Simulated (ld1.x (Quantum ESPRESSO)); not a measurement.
rubidium (Rb): excitation energies, all-electron against RRKJ

ld1.x (Quantum ESPRESSO) 7.5 input, shortened:

```
&input
   title='Rb', zed=37., rel=1, dft='PBE', iswitch=3,
   config='[Kr] 4d0.5 5s0.5 5p0'
 /
 &inputp
   pseudotype=2, tm=.false., lloc=0,
   nlcc=.true., new_core_ps=.true., rcore=2.55
 /
3
4P  2  1   6.00   0.00  2.50  2.50  0.0
4D  3  2   0.50   0.00  4.20  4.20  0.0
5S  1  0   0.50   0.00  4.20  4.20  0.0
 &test
   configts(1)='4p6 4d0.5 5s0.5 5p0'
 /
```

Energies are relative to the spin-unpolarised reference configuration 4p6 4d0.5 5s0.5 5p0; without spin polarisation the order of configurations can differ from experiment.

```tsv
valence configuration	charge	ΔE all-electron (eV)	error AE − PS (meV)
4p6 4d0 5s1 5p0	0	-1.117	0.0
4p6 4d0 5s0.5 5p0	+0.5	0.461	+0.5
4p6 4d1 5s0 5p0	0	1.123	-0.9
4p6 4d0 5s0 5p1	0	0.403	-132
4p5 4d0 5s1 5p0	+1	20.023	-232
```

What are ΔE and the potential's error for 4p6 4d0 5s0 5p0?

ΔE = 3.037 eV all-electron; the error (AE − PS) is +0.4 meV.
